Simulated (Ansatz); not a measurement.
## Worked example: vertical ionisation energy of IF (iodine monofluoride)

IF has 2 atoms, charge 0, and is taken as a singlet. As SMILES, `FI`. The shape was relaxed beforehand at HF/3-21G.

```tsv
atom	x (Å)	y (Å)	z (Å)
F	-0.0047	-0.1614	-0.0545
I	-0.0361	0.0631	1.8621
```

Both states at this one shape; open shells run unrestricted unless said. 1 Eh = 27.2114 eV.

| level | program | singlet IF (Eh) | doublet IF+ (Eh) |
| --- | --- | --- | --- |
| HF/3-21G | Ansatz | -6986.689829 | -6986.322373 |
| MP2/3-21G, 19 core orbitals frozen | Ansatz | -6986.841284 | -6986.470255 |

Problem. Work out the vertical ionisation energy at each level.

Solution. 
1. HF/3-21G: -6986.322373 − (-6986.689829) = 0.367456 Eh = 10.00 eV.
2. MP2/3-21G: -6986.470255 − (-6986.841284) = 0.371029 Eh = 10.10 eV.

No measured value is set beside it here; the levels span 10.00 to 10.10 eV. Hartree–Fock favours the state with fewer electron pairs, since it lacks pair correlation. Spin-orbit coupling, which splits open shells on such heavy atoms by tenths of an eV, is left out. All-electron rows are non-relativistic unless named. The second state is spin-contaminated at HF/3-21G (⟨S²⟩ = 0.85). The second state is spin-contaminated at MP2/3-21G (⟨S²⟩ = 0.85).
